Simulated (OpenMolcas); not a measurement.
**O+: from CASSCF to CASPT2**

- Program: OpenMolcas 26.06
- Basis: ANO-R2 [4s4p2d1f]
- Scalar Hamiltonian: X2C, finite nucleus
- Active space: 3 electrons in 3 orbitals (2p)
- State averaging: 2S+1 = 4 odd, 1 root; 2S+1 = 2 odd, 8 roots
- Spin-orbit coupling: RASSI with atomic mean-field integrals over the reference wave functions, term energies averaged over their components

Methods on the same reference wave functions:
A. CASSCF
B. SS-CASPT2, IPEA 0.25 Eh, imaginary shift 0.1 Eh (closed shells correlated: 1s 2s)

Energies in eV above 2s² 2p³ ⁴S°_3/2, the measured ground level; measured values from NIST Handbook of Basic Atomic Spectroscopic Data.

```csv
Level,A,B,Measured
2s² 2p³ ⁴S°_3/2,0.0000,0.0000,0.0000
2s² 2p³ ²D°_3/2,3.7913,3.406,3.3266
2s² 2p³ ²D°_5/2,3.7916,3.407,3.3241
2s² 2p³ ²P°_1/2,6.2786,5.371,5.0176
2s² 2p³ ²P°_3/2,6.2790,5.372,5.0174
```

Deviations, from unrounded energies. A percentage is the sum of absolute deviations over the sum of measured energies, with the sign that they share, or ± where signs differ.

```tsv
Against measurement	Levels	A	B
mean absolute deviation (cm-1)	4	7000	1800
other terms of the ground configuration (%)	4	+20.7	+5.2
```

B lies closest to measurement on these levels. The largest miss of B in the table is 2s² 2p³ ²P°_3/2, by +2900 cm-1. The ranking rests on the paired levels alone, and a cruder setting can come out closer through cancelling errors.

From A to B the spin-free energies of the other terms of 2s² 2p³ shown, above ⁴S°, scale by factors of 0.86 to 0.90.

The lowest spin-free term lies below A's lowest term by 0.121 hartree in B.

CASPT2 does not keep the components of a term degenerate, so their means are used; among the terms shown or strongly mixed into the levels shown the widest spread is 140 cm-1 (2s² 2p³ ²D°, B). With the s shell closed, the reference lacks s² → p² mixing. Without dynamic correlation excited terms often stand tens of per cent too high (terms of higher spin than the ground term too low), and those without a measured partner can miss by more than the paired ones (holds for A). Computed and measured levels are paired by configuration, term and J; levels that our copy of the source lacks, or whose pairing is in doubt (as where it misses far off the trend of its configuration), stay unpaired and out of the deviations. Levels of configurations outside the active space are missing.

° marks odd parity.
